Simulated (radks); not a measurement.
Values are calculated unless marked as measured or tabulated.
Neutral cerium inside a hard spherical wall (all orbitals vanish at R), configuration held at [Xe] 4f1 5d1 6s2 and not refilled when levels cross. Level of theory: scalar-relativistic Kohn-Sham, r2SCAN, spin-polarised, spherical densities, finite nucleus; open shells are filled with parallel spins first (spin-orbit coupling, left out, can overturn this in heavy ions); meta-GGA in the generalised Kohn-Sham scheme; Fermi nuclear charge, rms radius 4.8771 fm (a radial shooting solver on a logarithmic mesh with Libxc functionals). Eigenvalues in eV for spin up, with the zero of energy where the potential of the charges vanishes at infinity; a dash marks a level that is unbound or too diffuse for the functional's potential to be trusted. A positive occupied level is held by the wall or, in an anion where self-interaction has pushed it up, behind a barrier. The pressure on the wall is -dE/dV.

| R (bohr) | E (hartree) | kinetic (hartree) | e(5p) | e(4f) | e(6s) | e(5d) | e(6p, empty) | e(7s, empty) | pressure (GPa) |
|---|---|---|---|---|---|---|---|---|---|
| free | -8861.1018 | 9391.632 | -24.453 | -5.498 | -4.012 | -3.377 | -1.324 | - | 0 |
| 8 | -8861.0770 | 9391.793 | -23.606 | -4.624 | -3.277 | -2.647 | -0.002 | 7.823 | 0.856 |
| 7 | -8861.0389 | 9391.981 | -22.881 | -3.854 | -2.472 | -2.000 | 1.309 | 12.372 | 2.82 |
| 4 | -8859.8047 | 9396.718 | -15.244 | 5.195 | 15.048 | 7.182 | 25.375 | 73.600 | 232 |
| 3.5 | -8858.6332 | 9401.096 | -10.701 | 10.625 | 28.639 | 13.436 | 42.035 | 109.78 | 646 |
| 3 | -8856.0002 | 9410.469 | -2.048 | 20.113 | 55.202 | 25.403 | 72.929 | 172.69 | 2060 |
| 2.5 | -8849.4643 | 9431.944 | 16.435 | 37.269 | 110.67 | 50.431 | 134.67 | 291.45 | 7720 |
| 2 | -8830.9157 | 9488.248 | 63.212 | 71.061 | 239.13 | 110.25 | 272.49 | 542.97 | 36800 |
